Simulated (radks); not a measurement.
The mean radii <r> (bohr) of the occupied orbitals of an atom or ion are listed with their occupations. Method: non-relativistic Kohn-Sham, TPSS, spin-polarised, spherical densities, point nucleus; meta-GGA in the generalised Kohn-Sham scheme; computed with a radial shooting solver on a logarithmic mesh with Libxc functionals.

| orbital | occ. | <r> |
|---|---|---|
| 1s up | 1 | 0.05107 |
| 1s down | 1 | 0.05106 |
| 2s up | 1 | 0.2267 |
| 2s down | 1 | 0.2266 |
| 2p up | 3 | 0.1968 |
| 2p down | 3 | 0.1968 |
| 3s up | 1 | 0.5759 |
| 3s down | 1 | 0.5772 |
| 3p up | 1 | 0.5632 |

Name the element and its charge. Open shells, if any, are filled with parallel spins first.

Answer. Z = 30, zinc, charge +17: Zn17+ in [Ne] 3s2 3p1. The 1s radius gives Z: for a bare nucleus <r> = 1.5/Z, 0.05 bohr for Z = 30, and screening makes it slightly larger (0.05107 here). The occupations add up to 13, and the charge is Z minus that.
